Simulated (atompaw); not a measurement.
scandium: variants of one PAW (atompaw) potential

Base potential:

| Property | Result |
| --- | --- |
| Element | scandium |
| Generator | atompaw 4.2.0.5 |
| Type | PAW |
| Functional | PBEsol |
| Relativity | scalar-relativistic |
| Frozen core | [Ar] |
| Valence charge | 3 |
| Reference configuration | 3d1 4s1.5 4p0.5 |
| Partial waves | 4s (bound): rc 2.95 bohr; 4s channel at 1.15 Ry: rc 2.60 bohr; 4p (bound): rc 2.95 bohr; 4p channel at 1.6 Ry: rc 2.95 bohr; 3d (bound): rc 2.95 bohr; 3d channel at 0.05 Ry: rc 2.95 bohr |
| Local potential | vpsmatchnc scheme with l = 3 at 0 Ry, radius 2.90 bohr |
| Core correction | smooth core density matched at 2.45 bohr |
| Augmentation charge | gaussian compensation charge, radius 2.80 bohr; PAW radius 2.95 bohr; waves and projectors: custom rrkj vanderbiltortho |

All-electron outer shells of the reference configuration (PBEsol, scalar-relativistic, ld1.x):

| shell | level (eV) | outermost node (bohr) | outermost maximum (bohr) |
| --- | --- | --- | --- |
| 3s | -55.53 | 0.42 | 0.92 |
| 3p | -34.20 | 0.39 | 0.97 |
| 4s | -4.55 | 1.33 | 3.10 |
| 3d | -3.82 | – | 1.10 |
| 4p | -1.76 | 1.49 | 3.98 |

Cutoffs, loose and tight: the cutoffs (Ry, on a coarse ladder) from which the occupation-weighted sum of valence levels, in a spherical-Bessel basis at the reference potential, stays within 10 and 1 mRy of its value at 400 Ry. They see the waves, projectors and local potential, not the compensation charge or the core. A dash means not determined.

A true bound ghost makes a file unfit for plane-wave use even where its test errors are small: the radial tests pick states by their node count and pass the ghost by.

| change | outcome | cutoff, loose | cutoff, tight | bound ghosts |
| --- | --- | --- | --- | --- |
| base | generated | 8 Ry | 15 Ry | s |
| augmentation sinc compensation charge, radius 2.80 bohr; PAW radius 2.95 bohr; waves and projectors: custom rrkj vanderbiltortho | generated | 8 Ry | 15 Ry | s |
| wave 4p (bound): rc 2.95 bohr becomes 4p (bound): rc 2.54 bohr | generated | 8 Ry | 15 Ry | p, s |
| wave 3d channel at 0.05 Ry: rc 2.95 bohr becomes 3d channel at 0.22 Ry: rc 2.95 bohr | generated | 8 Ry | 15 Ry | s |
| all radii scaled by about 0.93 (s 2.74, p 2.74, d 2.74 bohr); local potential vpsmatchnc scheme with l = 3 at 0 Ry, radius 2.70 bohr; augmentation gaussian compensation charge, radius 2.60 bohr; PAW radius 2.74 bohr; waves and projectors: custom rrkj vanderbiltortho; core correction smooth core density matched at 2.28 bohr | generated | 10 Ry | 12 Ry | s, p |
| reference 3d1 4s1 4p1 | generated | 8 Ry | 12 Ry | s |
| augmentation gaussian compensation charge, radius 2.80 bohr; PAW radius 2.95 bohr; waves and projectors: custom polynom2 7 10 vanderbiltortho | generated | 10 Ry | 21 Ry | none |
| augmentation gaussian compensation charge, radius 1.80 bohr; PAW radius 2.95 bohr; waves and projectors: custom rrkj vanderbiltortho | generated | 8 Ry | 15 Ry | s |
| core correction smooth core density matched at 2.86 bohr | generated | 8 Ry | 15 Ry | s |

Problem. What comes out with this change to the base: local potential vpsmatchnc scheme with l = 3 at 0 Ry, radius 1.64 bohr?

Solution. outcome: generated; cutoff, loose: 8 Ry; cutoff, tight: 12 Ry; bound ghosts: s, p.
